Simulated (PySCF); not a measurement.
Species: [InFH3]- (charge -1).
Bonds: In1–F2. Hydrogens: H3, H4, H5 on In1.

Method: PBE0-D3(BJ)/def2-SVP geometry optimisation, gas phase, def2 core potentials past Kr in PySCF; density fitting, grid level 1; the optimiser is geomeTRIC in internal coordinates, started from a GFN2-xTB structure with every atom displaced at random (about 0.03 Å).

Step 0: E = -7935.4643 eV
```
atom  x, y, z in Å  |  force x, y, z in eV/Å
In1     0.0630   -0.0735   -0.1218   -1.822   0.548   0.240
F2     -0.0075   -0.0328    1.8771    0.060  -0.084   0.729
H3      1.5833    0.0027   -0.6191    2.492  -0.029  -0.649
H4     -0.7326    1.4321   -0.5755   -0.280   0.330  -0.119
H5     -0.8313   -1.4389   -0.6227   -0.450  -0.765  -0.201
```

Problem. Estimate the geometry and energy of step 1. (The exact step hangs on the optimiser's Hessian estimate; all steps are aligned on step 0, rigid shifts and turns removed.)

Solution. E = -7935.7400 eV, largest force 0.259 eV/Å
```
atom  x, y, z in Å  |  force x, y, z in eV/Å
In1     0.0305   -0.0434   -0.1286   -0.116   0.199   0.119
F2     -0.0080   -0.0501    1.9212    0.061  -0.029  -0.239
H3      1.7594   -0.0092   -0.6395   -0.144  -0.078   0.077
H4     -0.8087    1.4940   -0.5925    0.077  -0.164   0.026
H5     -0.8983   -1.5018   -0.6227    0.121   0.072   0.016
```

The energy changes by -0.2757 eV. The first-order estimate −F·Δx gives -0.6822 eV and the mean of the old and new forces, exact on a quadratic surface, -0.3130 eV. The step makes an angle of 32° with the force vector and moves no atom by more than 0.178 Å.

The cost below is that of the whole optimisation. The run took 5.8 s wall on one thread of an Arm Neoverse V1, no GPU, shared host with 32 logical CPUs at a one-minute load of 13, and the process peaked at 0.25 GiB of memory.
